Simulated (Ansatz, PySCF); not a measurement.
Species: C2HClF2 (charge 0, singlet). 
Structure (B3LYP-D3(BJ)/def2-TZVP (Ansatz, a quantum-chemistry and plane-wave program) minimum search):
SMILES: FC(F)=CCl
```xyz
6

C      0.4934    -0.5969     0.0116
C     -0.7993    -0.3316     0.0744
F     -1.7238    -1.2674     0.2000
F     -1.3440     0.8633     0.0232
Cl     1.6824     0.6366    -0.1521
H      0.8441    -1.6141     0.0623
```
Charge 0, spin multiplicity 1.

Total electronic energies in hartree. Valence correlation only, unless marked. No spin-orbit coupling. Non-relativistic unless marked X2C. CBS marks a two-point X^-3 extrapolation of the correlation energy; Hartree-Fock from the larger set. The bracket is a focal-point correction in the basis named.

```tsv
level	program	energy (Eh)
HF/STO-3G	Ansatz	-725.99402
HF/aug-cc-pV(D+d)Z	Ansatz	-734.69129
HF/aug-cc-pV(T+d)Z	Ansatz	-734.78062
HF-D4/def2-TZVPD	PySCF + dftd4	-734.79893
PBE/def2-TZVPD	Ansatz	-736.33097
BLYP/def2-TZVPD	Ansatz	?
revPBE-D4/def2-TZVPD	Ansatz + dftd4	?
PBE0-D4/def2-TZVPD	Ansatz + dftd4	-736.36848
TPSSh-D4/def2-TZVPD	PySCF + dftd4	?
r2SCANh-D4/def2-TZVPD	Ansatz + dftd4	-736.62358
CAM-B3LYP-D3(BJ)/def2-TZVPD	Ansatz + dftd3	-736.72833
wB97M-V/def2-TZVPD	Ansatz	-736.70123
B2PLYP-D4/def2-TZVPD	Ansatz + dftd4	-736.49703
RI-MP2/CBS(cc-pV(T+d)Z,cc-pV(Q+d)Z)	Ansatz	-735.9469
SCS-MP2/cc-pVTZ	Ansatz	-735.74677
CCSD/cc-pV(Q+d)Z	Ansatz	-735.89895
CCSD(T)/aug-cc-pV(D+d)Z	Ansatz	-735.56453
CCSD(T)/aug-cc-pV(T+d)Z	Ansatz	-735.86366
X2C-CCSD(T)/cc-pVTZ-DK	Ansatz	-737.44491
RI-MP2/CBS(aug-cc-pV(T+d)Z,aug-cc-pV(Q+d)Z)+[CCSD(T)-MP2]/aug-cc-pV(T+d)Z	Ansatz	-736.0147
RI-MP2/CBS(cc-pV(T+d)Z,cc-pV(Q+d)Z)+[CCSD(T)-MP2]/cc-pV(T+d)Z	Ansatz	-736.0096
RI-MP2/CBS(cc-pV(T+d)Z,cc-pV(Q+d)Z)+[CCSD(T)-MP2]/cc-pV(Q+d)Z	Ansatz	-736.0075
CCSD(T)/CBS(cc-pV(T+d)Z,cc-pV(Q+d)Z)	Ansatz	-736.0065
```

Task: Fill in the missing entries.

Result: 
- BLYP/def2-TZVPD, energy (Eh): -736.75644
- revPBE-D4/def2-TZVPD, energy (Eh): -736.64147
- TPSSh-D4/def2-TZVPD, energy (Eh): -736.81231
